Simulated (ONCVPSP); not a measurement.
An all-electron radial function and its pseudo partner (lead)

Columns: radius, all-electron u(r) and pseudo u(r) of the 5d shell (level -24.81 eV) of lead in the configuration [Kr] 4d10 4f14 5s2 5p6 5d10 6s2 6p1.5; PBE, scalar-relativistic, ONCV scheme, ONCVPSP 4.0.1.

| r (bohr) | all-electron | pseudo |
| --- | --- | --- |
| 0.100 | 0.3356 | 0.0038 |
| 0.200 | -0.0998 | 0.0287 |
| 0.300 | -0.4763 | 0.0901 |
| 0.400 | -0.4007 | 0.1934 |
| 0.500 | -0.0828 | 0.3327 |
| 0.600 | 0.2747 | 0.4931 |
| 0.700 | 0.5737 | 0.6542 |
| 0.800 | 0.7858 | 0.7961 |
| 0.900 | 0.9137 | 0.9029 |
| 1.000 | 0.9735 | 0.9667 |
| 1.100 | 0.9830 | 0.9870 |
| 1.200 | 0.9579 | 0.9699 |
| 1.300 | 0.9111 | 0.9252 |
| 1.400 | 0.8516 | 0.8633 |
| 1.500 | 0.7860 | 0.7935 |
| 1.600 | 0.7186 | 0.7223 |
| 1.700 | 0.6522 | 0.6535 |
| 1.800 | 0.5887 | 0.5889 |
| 1.900 | 0.5291 | 0.5291 |
| 2.000 | 0.4739 | 0.4738 |
| 2.100 | 0.4233 | 0.4232 |
| 2.200 | 0.3772 | 0.3772 |
| 2.300 | 0.3356 | 0.3355 |
| 2.400 | 0.2981 | 0.2980 |
| 2.500 | 0.2644 | 0.2643 |
| 2.600 | 0.2342 | 0.2342 |

(1) How many radial nodes do the two functions have?

(2) At about which radius was the pseudo-wave matched?

(3) Is the pseudo-wave norm-conserving?

Results:

(1) The all-electron 5d function has n − l − 1 = 2; the pseudo-wave has 0, since the states of the same l below it are removed with the core.

(2) 2.00 bohr. The columns agree to 0.0005 from 1.80 bohr on; several derivatives are matched, so the curves merge somewhat inside the radius.

(3) Yes: the ONCV scheme keeps the norm inside the radius equal to the all-electron one, which fixes the energy derivative of the logarithmic derivative at the level.
